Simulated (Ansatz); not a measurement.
Reaction (redistribution): `PO[AsH2]` + `F[SiH2]N[SiH3]` → `[SiH3]N[AsH2]` + `F[SiH2]OP`

Computed with Ansatz on PBE0-D4/def2-TZVP structures; ΔE is electronic, products minus reactants. CCSD(T)/CBS adds triple-zeta CCSD(T) − MP2 to the extrapolated MP2 energy (def2 sets, frozen cores). This one scheme is used for every species. For As outer-core shells are correlated without core-valence functions, which leaves a few kJ/mol of doubt a bond. Scalar relativity is left out up to krypton. One conformer a species, not always the lowest.

```
         species  CCSD(T)/CBS(def2) energy (Eh)
      `PO[AsH2]`                    -2653.50583
`F[SiH2]N[SiH3]`                     -736.37696
 `[SiH3]N[AsH2]`                    -2582.40077
     `F[SiH2]OP`                     -807.49610
```

(1) Work out ΔE.

Largest T1 diagnostic among the species: 0.013.

Results:

(1) ΔE = (-2582.40077) + (-807.49610) − (-2653.50583) − (-736.37696) = -0.01408 Eh = -0.38 eV.

Leaving LDA and LC-ωPBE aside and taking each functional with its dispersion term where it has one, the values, not all of them listed here, spread over 0.11 eV, from BHLYP-D4 to revPBE-D4. LDA lies −0.04 eV from PBE without D4. From PBE to PBE0 (25 % exact exchange), in def2-TZVPP and without D4, ΔE moves by −0.05 eV.
